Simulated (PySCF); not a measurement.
Delta-SCF ions had no search for a lower state. Excitations are Tamm–Dancoff values on a coarser integration grid. The basis has no diffuse functions, so Rydberg states are missing or too high.

# C₃H₂O₂, SMILES `C#COC=O` (C–O–C–O torsion 0°) (charge 0, multiplicity 1)

These are PySCF with M06-2X/def2-TZVP // B3LYP-D3(BJ)/def2-TZVP values and carry that method's errors.

| Item | Result |
|---|---|
| HOMO | -9.20 eV |
| dipole moment | 1.43 D |
| LUMO | 0.06 eV |
| HOMO–LUMO gap | 9.26 eV |
| S1 excitation (TDA) | 5.60 eV |
| S1 oscillator strength | 0.002 |
| brightest of the four lowest singlets (TDA) | 6.58 eV |
| T1 excitation (TDA) | 5.15 eV |
| S1–T1 gap (TDA) | 0.45 eV |
| vertical ionisation energy (Delta-SCF) | 10.55 eV |
| total energy | -265.8782 Ha |
| cost | about 8 core-minutes (a rough figure) |

```xyz
7

C     -1.8559     0.1705    -0.7880
C     -0.7201    -0.1926    -0.7135
O      0.5122    -0.6442    -0.6885
C      1.4080    -0.0674     0.2029
O      1.1524     0.8101     0.9540
H     -2.8625     0.5015    -0.8449
H      2.3659    -0.5780     0.0684
```
